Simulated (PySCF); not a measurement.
# `C#CC#CB(N)/C=C/C`, C7H8BN

Geometry:
| atom | x (Å) | y (Å) | z (Å) |
| --- | --- | --- | --- |
| C1 | 1.547 | 3.988 | 2.043 |
| C2 | 1.420 | 2.884 | 1.578 |
| C3 | 1.280 | 1.639 | 1.052 |
| C4 | 1.159 | 0.526 | 0.582 |
| B5 | 0.992 | -0.861 | -0.008 |
| N6 | 2.038 | -1.772 | 0.109 |
| C7 | -0.325 | -1.267 | -0.735 |
| C8 | -1.376 | -0.467 | -0.902 |
| C9 | -2.643 | -0.839 | -1.597 |
| H10 | 1.657 | 4.948 | 2.450 |
| H11 | 2.909 | -1.566 | 0.567 |
| H12 | 1.993 | -2.707 | -0.258 |
| H13 | -0.400 | -2.274 | -1.138 |
| H14 | -1.343 | 0.546 | -0.518 |
| H15 | -2.814 | -0.174 | -2.444 |
| H16 | -2.611 | -1.866 | -1.955 |
| H17 | -3.490 | -0.727 | -0.919 |

Theory: PySCF 2.14.0, GIAO B3LYP/pcSseg-1 magnetisability, rotational g tensor and spin-rotation constants, non-relativistic, gas phase. Geometry: GFN2-xTB.

Question: Give the nuclear spin-rotation constants along the inertial axes (H = +C I·J) beside the isotropic shieldings.

Answer: Rotational constants 2.2339, 0.7609, 0.5696 GHz. A star marks the isotopologue with that one atom substituted, in its own axes.
```
atom  isotope  Caa (kHz)  Cbb (kHz)  Ccc (kHz)  mean (kHz)  σ (ppm)
  B5      11B      0.745      0.220      0.087       0.351     70.9
  N6      14N      0.262      0.047      0.028       0.112    153.8
 H10       1H     -0.022     -0.072     -0.067      -0.054     30.3
 H11       1H     -0.017     -0.034     -0.072      -0.041     27.9
 H12       1H      0.037     -0.054     -0.074      -0.030     28.1
 H13       1H      0.156     -0.042     -0.073       0.014     25.9
 H14       1H      0.136     -0.032     -0.064       0.013     24.8
 H15       1H     -0.248     -0.043     -0.009      -0.100     29.7
 H16       1H      0.006     -0.054     -0.068      -0.039     30.0
 H17       1H     -0.248     -0.041     -0.010      -0.100     29.7
  C1     13C*      0.194      0.216      0.182       0.198    108.6
  C2     13C*      0.124      0.220      0.200       0.181    108.8
  C3     13C*      0.285      0.243      0.206       0.244     85.4
  C4     13C*      0.115      0.238      0.228       0.193     96.2
  C7     13C*      1.106      0.268      0.091       0.489     42.4
  C8     13C*      1.246      0.303      0.085       0.545     19.9
  C9     13C*      0.315      0.129      0.099       0.181    155.1
```
For the geometry as given, no vibrational averaging.
